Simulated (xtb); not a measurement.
xtb input (GFN2-xTB):

```bash
xtb mol.xyz --gfn 2 --ohess tight --chrg -1 --uhf 0
```
mol.xyz:
```
11

Ge     1.65713755     0.17360646     0.30941657
C     -0.23522190     0.18152319     0.10727465
C     -1.06220705     1.10292048     0.74402303
C     -2.43047695     0.75505633     0.36333113
C     -2.56047908    -0.34759268    -0.47103579
S     -1.01989169    -1.00942228    -0.87165467
H      2.31376669    -1.00536332    -0.55220790
H      2.17307908    -0.01070354     1.74837097
H      2.34705585     1.47860189    -0.21486602
H     -3.27472573     1.32865477     0.69580268
H     -3.50627266    -0.73201691    -0.90473103
```

End of the output:

```
         :::::::::::::::::::::::::::::::::::::::::::::::::::::
         :: total free energy         -16.360831853476 Eh   ::
         ::.................................................::
         :: total energy              -16.389974062474 Eh   ::
         :: zero point energy           0.061638198171 Eh   ::
         :: G(RRHO) w/o ZPVE           -0.032495989173 Eh   ::
         :: G(RRHO) contrib.            0.029142208998 Eh   ::
         :::::::::::::::::::::::::::::::::::::::::::::::::::::
imag cut-off (cm-1) :    5.00
 found            1  significant imaginary frequency
 writing imag mode distorted coords to xtbhess.xyz
 for further optimization.

optimized geometry written to: xtbopt.xyz

           -------------------------------------------------
          | TOTAL ENERGY              -16.389974062474 Eh   |
          | TOTAL ENTHALPY            -16.320395446054 Eh   |
          | TOTAL FREE ENERGY         -16.360831853476 Eh   |
          | GRADIENT NORM               0.000173070410 Eh/α |
          | HOMO-LUMO GAP               2.371812964640 eV   |
           -------------------------------------------------

------------------------------------------------------------------------
------------------------------------------------------------------------
 total:
Note: The following floating-point exceptions are signalling: IEEE_UNDERFLOW_FLAG IEEE_DENORMAL
normal termination of xtb
 SCF:
 ANC optimizer:
 analytical hessian:
```

It need not be the lowest isomer of its formula. Whether it binds its extra electron was not tested at this geometry.
